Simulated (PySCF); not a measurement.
# Deuteron quadrupole couplings in `CCC[Si@@H]([SiH2]C)C(F)(F)F`

Compound: C5H13F3Si2.
Structure used (GFN2-xTB), in Å, numbered top down from 1:
```xyz
23
C5H13F3Si2 angstrom
C     -3.6551    0.3107    0.8074
C     -2.4626    0.2066   -0.1356
C     -1.1398    0.3623    0.6208
Si     0.4235    0.3079   -0.4685
Si     2.4366    0.5148    0.6815
C      3.9055    0.3189   -0.5038
C      0.4196   -1.4940   -1.2421
F      0.3846   -2.4577   -0.2938
F     -0.6113   -1.7502   -2.0708
F      1.5387   -1.7365   -1.9651
H     -3.6653    1.2786    1.3051
H     -4.5861    0.1951    0.2575
H     -3.6079   -0.4653    1.5685
H     -2.5393    0.9803   -0.9021
H     -2.4881   -0.7602   -0.6395
H     -1.1549    1.3123    1.1596
H     -1.0798   -0.4178    1.3846
H      0.1930    1.1076   -1.6843
H      2.4997    1.8469    1.3027
H      2.5546   -0.4704    1.7666
H      3.8701   -0.6351   -1.0222
H      3.9068    1.1005   -1.2586
H      4.8527    0.3717    0.0252
```

Level: PBE0/pcSseg-1 (PySCF, non-relativistic); Q(2H) = 0.00286 b; rigid geometry, the same for H and D, with no vibrational averaging.

Question: Rank these positions by the coupling χzz of a deuteron there, largest first.
A. H11 (methyl hydrogen)
B. H22 (methyl hydrogen)
C. H19 (Si–H hydrogen)
D. H14 (methylene hydrogen)

Answer: B (217 kHz), A (211 kHz), D (204 kHz), C (107 kHz).

Q: What are Vzz, η and χzz (234.96 MHz × Q × Vzz) at all hydrogens?

A: 
```csv
atom,bonded to,bond length (Å),Vzz (au),η,χzz (kHz)
H11,C1,1.088,0.3138,0.02,211
H12,C1,1.087,0.3164,0.02,213
H13,C1,1.088,0.3141,0.02,211
H14,C2,1.092,0.3039,0.03,204
H15,C2,1.091,0.3019,0.03,203
H16,C3,1.092,0.3095,0.03,208
H17,C3,1.093,0.3059,0.03,206
H18,Si4,1.473,0.1557,0.02,105
H19,Si5,1.471,0.1586,0.01,107
H20,Si5,1.470,0.1586,0.01,107
H21,C6,1.086,0.3202,0.00,215
H22,C6,1.087,0.3231,0.01,217
H23,C6,1.086,0.3246,0.00,218
```

Q: Average by the element that carries the hydrogen.

A: on C: 211 kHz over 10 positions, mean bond length 1.089 Å; on Si: 106 kHz over 3 positions, mean bond length 1.472 Å.

Q: Give the 2H NMR doublet splittings at H15 for a magnetic field along the z, y and x axes of the gradient: 3χ/2, 3χ(1 + η)/4, 3χ(1 − η)/4.

A: With |χ| = 202.8 kHz and η = 0.033: 304, 157 and 147 kHz, to first order and without motion.

Geometry: GFN2-xTB, one conformer, isolated molecule. GFN2-xTB bond lengths can be off by several hundredths of an ångström, more for odd bonds, and the gradients follow them. With so small a basis the couplings can be 20 % off.

The run behind these numbers computed NMR shieldings as well. On one thread, Arm Neoverse N1 (aarch64), shared host, this took 2.1 min wall (with the writing of density and orbital grids) and 1.2 GiB of memory at its peak.
